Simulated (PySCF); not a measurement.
PySCF job for MoH6, SMILES [MoH6], multiplicity 1, PBE-D3(BJ)/def2-TZVPD. Coordinates come from a PBE-D3(BJ)/def2-TZVPD optimisation. A frequency run showed that this geometry is not a minimum. The multiplicity is an assumed one; other spin states were not compared. The def2 effective core potentials stand for the cores of Mo; spin–orbit coupling is left out.

```python
import numpy as np
from pyscf import gto, scf, dft, df
from pyscf.hessian import thermo

mol = gto.M(
    atom='''
    Mo    0.00000000    0.00000000    0.00000000
    H     0.00000000   -1.82005839    0.00000000
    H    -1.82005839    0.00000000    0.00000000
    H     1.82005839    0.00000000    0.00000000
    H     0.00000000    0.00000000   -1.82005839
    H     0.00000000    0.00000000    1.82005839
    H     0.00000000    1.82005839    0.00000000
    ''',
    basis='def2-TZVPD',
    ecp={'Mo': 'def2-tzvp'},
    charge=0,
    spin=0,
    max_memory=1600,
    verbose=3,
)
mf = dft.RKS(mol, xc='pbe').density_fit(auxbasis='def2-universal-jkfit')
mf.disp = 'd3bj'
mf.grids.level = 3
mf.conv_tol = 1e-11
mf.max_cycle = 100
mf.kernel()

# [left out here: the lines that compute and print the analytic Hessian (its translational invariance restored by hand, since the grid's response is missing), thermochemistry and intensities]
```

Log of the run:

```
SCF not converged.
SCF energy = -71.2239101590258

WARN: DFTD3 does not support analytical Hessian, using finite difference


WARN: Mole.unit (angstrom) is changed to Bohr

Mode                                 0                   1                   2
Irrep
Freq [cm^-1]                    -7393.6900          -5469.5722          -5085.4365
Reduced mass [au]                   1.0119              1.0080              1.0080
Force const [Dyne/A]              -32.5913            -17.7675            -15.3595
Char temp [K]                  -10637.8738          -7869.4966          -7316.8109
Normal mode                   x     y     z       x     y     z       x     y     z
       0  Mo                 0.00 -0.00  0.00   -0.00  0.00 -0.00   -0.00  0.00  0.00
       1   H                -0.48  0.03 -0.42   -0.02 -0.61 -0.03    0.02 -0.07 -0.01
       2   H                 0.04 -0.01  0.13    0.17 -0.02 -0.04    0.54  0.01 -0.02
       3   H                 0.04 -0.01  0.13   -0.17  0.04  0.02   -0.54 -0.03 -0.01
       4   H                 0.25  0.01  0.06   -0.02 -0.06  0.31    0.02 -0.01 -0.45
       5   H                 0.25  0.03  0.06    0.04  0.02 -0.29    0.02  0.03  0.44
       6   H                -0.48  0.05 -0.41    0.03  0.60  0.04   -0.02  0.07  0.03
Mode                                 3                   4                   5
Irrep
Freq [cm^-1]                    -4600.8467          -4262.6169          -4175.3450
Reduced mass [au]                   1.0081              1.0307              1.0142
Force const [Dyne/A]              -12.5730            -11.0343            -10.4179
Char temp [K]                   -6619.5941          -6132.9566          -6007.3918
Normal mode                   x     y     z       x     y     z       x     y     z
       0  Mo                -0.00  0.00 -0.00    0.00  0.02  0.00   -0.00  0.00 -0.01
       1   H                 0.10  0.02  0.01   -0.04 -0.70  0.01   -0.04 -0.05 -0.08
       2   H                -0.50  0.02 -0.20   -0.03  0.01 -0.01    0.28  0.01 -0.26
       3   H                -0.44 -0.01 -0.21    0.02 -0.04 -0.01    0.26  0.05 -0.25
       4   H                 0.43 -0.10  0.16    0.04 -0.02 -0.13   -0.06 -0.13  0.58
       5   H                 0.43  0.04  0.16    0.04 -0.02 -0.09   -0.05  0.02  0.55
       6   H                 0.07 -0.00  0.14   -0.08 -0.67  0.01   -0.00 -0.13  0.08
Mode                                 6                   7                   8
Irrep
Freq [cm^-1]                    -3922.6023          -3707.4281          -3565.0991
Reduced mass [au]                   1.0195              1.0242              1.0083
Force const [Dyne/A]               -9.2427             -8.2940             -7.5509
Char temp [K]                   -5643.7514          -5334.1635          -5129.3838
Normal mode                   x     y     z       x     y     z       x     y     z
       0  Mo                -0.01  0.00  0.00    0.01  0.00 -0.01    0.00  0.00  0.00
       1   H                -0.13  0.10 -0.12   -0.11 -0.01 -0.38   -0.01  0.31 -0.01
       2   H                 0.26  0.00 -0.11   -0.25 -0.12  0.33    0.39 -0.04  0.05
       3   H                 0.33  0.15 -0.12   -0.24  0.16  0.27   -0.44 -0.04 -0.05
       4   H                 0.25 -0.46 -0.28   -0.22 -0.49  0.08    0.06 -0.01  0.41
       5   H                 0.23  0.13 -0.27   -0.28  0.07  0.15   -0.05 -0.00 -0.48
       6   H                 0.01  0.03  0.47    0.16 -0.07  0.18   -0.01 -0.36  0.00
Mode                                 9                  10                  11
Irrep
Freq [cm^-1]                    -3300.3021          -3205.6043          -2911.5917
Reduced mass [au]                   1.0354              1.0297              1.0139
Force const [Dyne/A]               -6.6446             -6.2344             -5.0643
Char temp [K]                   -4748.3999          -4612.1509          -4189.1323
Normal mode                   x     y     z       x     y     z       x     y     z
       0  Mo                 0.01 -0.00  0.01    0.01  0.00  0.01    0.00 -0.00 -0.01
       1   H                -0.48  0.01 -0.03    0.16  0.04 -0.17   -0.10 -0.01 -0.01
       2   H                -0.13 -0.29 -0.36   -0.15  0.37 -0.34   -0.04 -0.31  0.03
       3   H                -0.14  0.34 -0.44   -0.11 -0.30 -0.21    0.01 -0.35  0.09
       4   H                -0.16  0.13 -0.16   -0.32 -0.22 -0.08   -0.06  0.33  0.05
       5   H                -0.24  0.06 -0.11   -0.20  0.02 -0.12   -0.01  0.70  0.04
       6   H                 0.15  0.00 -0.11   -0.52  0.05  0.07   -0.14 -0.01  0.36
Mode                                12                  13                  14
Irrep
Freq [cm^-1]                    -2692.5433          -2483.3946          -2178.9992
Reduced mass [au]                   1.0094              1.0413              1.0388
Force const [Dyne/A]               -4.3115             -3.7835             -2.9061
Char temp [K]                   -3873.9704          -3573.0520          -3135.0947
Normal mode                   x     y     z       x     y     z       x     y     z
       0  Mo                 0.00 -0.00 -0.00    0.01 -0.02 -0.01    0.01  0.01 -0.01
       1   H                -0.09  0.06  0.03   -0.15 -0.03  0.22   -0.40  0.04  0.55
       2   H                 0.02  0.07 -0.43   -0.04  0.58  0.21   -0.06 -0.23  0.07
       3   H                -0.06  0.22  0.52   -0.07  0.53 -0.00   -0.06 -0.16  0.09
       4   H                -0.47  0.04  0.03    0.08  0.21  0.07   -0.04 -0.15  0.06
       5   H                 0.48  0.03 -0.02   -0.14  0.21  0.04   -0.02 -0.42  0.08
       6   H                 0.06 -0.10  0.02   -0.20 -0.03  0.23   -0.33  0.05  0.29
temperature 298.1500 [K]
pressure 101325.00 [Pa]
Rotational constants [GHz] 37.83781 37.83781 37.83781
Symmetry number 24
Zero-point energy (ZPE) 0.00000 [Eh]   0.000 [J/mol]
                           tot       elec      trans        rot        vib
Entropy [J/mol/K]       220.852      0.000    166.427     54.425      0.000
Cv [J/mol/K]             24.943      0.000     12.472     12.472      0.000
Cp [J/mol/K]             33.258      0.000     20.786     12.472      0.000
Internal energy [J/mol]                      3718.434   3718.434      0.000
Internal energy [Eh]   -71.22108  -71.22391
Enthalpy [J/mol]                             6197.391   3718.434      0.000
Enthalpy [Eh]          -71.22013
Gibbs free energy [J/mol]                  -43422.761 -12508.343      0.000
Gibbs free energy [Eh] -71.24521
mode   freq/cm-1   IR/(km/mol)
   1    -7393.69      7100.660
   2    -5469.57        16.819
   3    -5085.44        11.017
   4    -4600.85      1595.581
   5    -4262.62      1283.780
   6    -4175.34       269.090
   7    -3922.60      1812.536
   8    -3707.43      2267.108
   9    -3565.10         2.528
  10    -3300.30      2580.803
  11    -3205.60      1877.309
  12    -2911.59       204.579
  13    -2692.54       162.605
  14    -2483.39      1637.857
  15    -2179.00       389.171
max |gradient| / (hartree/bohr): 0.027369495978421674
APT charges: [ 3.7101 -0.3858 -0.6149 -0.6352 -0.9262 -0.8208 -0.327 ]
```

The run did not converge; its last values are not results. The end point has an imaginary mode, so it is no minimum.
